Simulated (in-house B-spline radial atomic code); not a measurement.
Ionising the arsenic ion As²²⁺ with different functionals

Computed with a B-spline radial code for spherical atoms: scalar-relativistic (spin-free X2C) Hamiltonian, Fermi nucleus of rms radius 4.0968 fm, spin-polarised at highest spin, spherical fractional occupations for the functionals. The ionisation energy is the difference of two self-consistent energies, [Ne] 3s1 → [He] 2s2 2p6, without Breit or QED terms; ε is the level of the shell that loses the electron (its least bound occupied spin orbital). There is no spin-orbit coupling in this Hamiltonian.

| method | rung | ΔSCF (eV) | -ε(3s) (eV) |
| --- | --- | --- | --- |
| RPBE | GGA | 959.48 | 939.05 |
| BLYP | GGA | 960.34 | 939.85 |
| PW91 | GGA | 960.01 | 939.71 |
| revTPSS | meta-GGA | 957.93 | 939.29 |
| r2SCAN0 | global hybrid | 956.66 | 944.21 |
| BHandHLYP | global hybrid | 959.16 | 948.62 |
| HSE06 | range-separated hybrid | 959.17 | 943.57 |

Problem. Among the functionals, which spreads more, the ΔSCF values or the orbital energies?

Solution. The orbital energies: ΔSCF values span about 3.68 eV and the orbital energies 9.57 eV.

Problem. How do they compare with the NIST value?

Solution. NIST lists 956.79 eV ± 0.03 (semi-empirical, ground level to ground level). Errors run from -0.13 to +3.55 eV; r2SCAN0 is closest (-0.13 eV), but part of that can be cancellation, since the calculations leave out Breit-QED terms.
